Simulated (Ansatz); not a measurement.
Cost and result up the ladder for Sn(OEt)H3 (C2H8OSn) (12 atoms). The state is a singlet with charge 0. Geometry: PBE0-D4/def2-SVP.

```xyz
12

C    -0.676    0.111    0.319
C    -1.936   -0.588   -0.142
O     0.402   -0.343   -0.453
Sn    2.239    0.377   -0.182
H    -0.519   -0.091    1.400
H    -0.813    1.210    0.228
H    -2.810   -0.263    0.444
H    -2.125   -0.370   -1.204
H    -1.827   -1.678   -0.036
H     3.167   -0.492   -1.317
H     2.701    0.062    1.441
H     2.199    2.063   -0.499
```

Ansatz on 2 threads of Arm Neoverse V1 on a shared host. Times are rough, and most runs start from the orbitals of an earlier one. PBE0-D4/def2-TZVP serves as the yardstick here, not as an exact answer. Differences are given only for rows in sets of like size (and for xTB, whose basis is part of the method), since another set adds its own error. Binding counts from free atoms at the same level (C triplet, O triplet, Sn triplet, H doublet; other spins of the atoms weren't run), without zero-point energy or a counterpoise term.

In the def2 sets Sn takes a core potential; there is no spin–orbit coupling. HSE06 is defined as in plane-wave codes, on full-range PBE exchange. Correlated methods freeze 7 core orbitals; core or outer-core shells of Sn are correlated, in sets that lack core-valence functions. The rows differ in basis, and correlated rows in double-zeta sets carry the largest basis error. Another isomer (singlet) lies 0.16 eV lower at PBE0-D4/def2-TZVP; other spin states weren't run for this one.

Correlated methods converge slowly with the basis, most of all in double-zeta sets.

```
                         level  functions  wall time  binding energy per atom (eV)  difference from PBE0-D4/def2-TZVP (eV)
               PBE-D4/def2-SVP        108      1.6 s                          3.51                                       –
              PBE0-D4/def2-SVP        108      1.9 s                          3.46                                       –
             BLYP-D4/def2-TZVP        191      3.1 s                          3.45                                    0.00
PBE-D4/def2-TZVP (with forces)        191      3.5 s                          3.50                                    0.05
                 MP2/def2-TZVP        191      3.6 s                          3.34                                   -0.11
             PBE0-D4/def2-TZVP        191      3.9 s                          3.45                                    0.00
            HSE06-D4/def2-TZVP        191      4.1 s                          3.45                                    0.00
           r2SCAN-D4/def2-TZVP        191        6 s                          3.46                                    0.01
              CCSD(T)/def2-SVP        108       15 s                          3.30                                       –
```
